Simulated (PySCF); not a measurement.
**Bonding in `N[SiH](N)C1=CC1`**

C₃H₈N₂Si.
Numbering: `[NH2:1][SiH:2]([NH2:3])[C:4]1=[CH:5][CH2:6]1` (hydrogens: H7, H8 on N1; H9 on Si2; H10, H11 on N3; H12 on C5; H13, H14 on C6)

Cartesian coordinates in Å at the GFN2-xTB level; atoms count from 1:
```xyz
14
C3H8N2Si angstrom
N     -1.7560   -1.2653   -0.5408
Si    -0.9869   -0.0772    0.4464
N     -1.4393    1.4161   -0.2883
C      0.8785   -0.0585    0.4270
C      2.0483   -0.1773    0.9924
C      2.0962    0.0781   -0.4719
H     -1.6401   -2.2343   -0.2954
H     -1.6873   -1.1566   -1.5403
H     -1.4507   -0.3554    1.8117
H     -2.4171    1.5670   -0.4751
H     -1.0201    2.2650    0.0533
H      2.6478   -0.3321    1.8562
H      2.3498   -0.7284   -1.1533
H      2.3764    1.0585   -0.8439
```

Bond orders from the PBE0/pcSseg-1 density (PySCF). Geometry: GFN2-xTB, one conformer, isolated molecule.

(1) Where do the orders between heavy atoms depart from those drawn in the SMILES?

(2) Give the Mayer order of every bond between heavy atoms, beside its length.

Answers

(1) The largest departure is 0.287, at C4–C5 (drawn double, 1.713). Drawn single, order below 0.88: Si2–C4 (0.799).

(2) 
| bond | drawn as | length (Å) | Mayer order |
| --- | --- | --- | --- |
| N1–Si2 | single | 1.726 | 1.065 |
| Si2–N3 | single | 1.725 | 1.052 |
| Si2–C4 | single | 1.866 | 0.799 |
| C4–C5 | double | 1.305 | 1.713 |
| C5–C6 | single | 1.487 | 0.964 |
| C6–C4 | single | 1.520 | 0.898 |

Bonds between the same two heavy elements. N–Si: all 2 within 0.02 of one another (1.052 to 1.065). C–C: lowest C6–C4 (0.898, 1.520 Å), highest C4–C5 (1.713, 1.305 Å).

And the bonds to hydrogen?

H–N: 0.94 to 0.95 (4 bonds); H–Si: 0.88 (1 bond); C–H: 0.96 to 1.02 (3 bonds).

Sum the orders of all bonds at each heavy atom with more than one neighbour and set the sums beside the valence in the SMILES.

N1 2.958 (drawn 3), Si2 3.799 (drawn 4), N3 2.952 (drawn 3), C4 3.410 (drawn 4), C5 3.701 (drawn 4), C6 3.775 (drawn 4). Orders between atoms that aren't bonded are not in these sums.

For a closed shell the Mayer order of atoms A and B is Σ (PS)μν (PS)νμ over the basis functions μ on A and ν on B, with P the density and S the overlap matrix.

These values come from a run that also computed NMR shieldings. On an Arm Neoverse N1 with one thread, shared host, this took 29 s wall and 0.71 GiB of memory at its peak.
